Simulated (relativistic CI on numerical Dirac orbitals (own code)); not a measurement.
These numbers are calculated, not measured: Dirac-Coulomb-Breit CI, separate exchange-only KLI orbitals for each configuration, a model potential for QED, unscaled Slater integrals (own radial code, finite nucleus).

The strongest absorption lines from the ground level of an ion, among the configurations computed and to levels below about 4530 eV (vacuum wavelength in Å, gf): 3.7395 (0.11), 3.7833 (0.066), 4.8164 (0.00091), 5.1754 (0.17), 5.2268 (0.16), 5.3722 (0.24), 37.640 (0.53), 100.39 (0.053).

Q: Which ion is it?
A. Gd54+
B. Gd50+
C. Gd52+
D. Ba44+

A: C. Gd52+ has 12 electrons and the ground level 3s2 1S_0; the strongest line goes to 3s 3p 1P°_1. The pattern of lines fixes the number of electrons, and along that sequence the line energies rise steadily with the charge (about as its square where n changes within one kind of shell, about linearly where n is kept but much faster in heavy ions where fine structure, which grows about as Z⁴, sets the gap, and irregularly where shells cross), which fixes Z. Configurations outside the model, such as inner-shell arrays, can give stronger lines. At this charge energies of transitions that change n are usually good to better than 1 %, and those within a shell (Δn = 0) to a few per cent.

LS names give the leading component of a level, which can be under half, so a name can repeat, a term be missing and a line seem to break the LS rules.
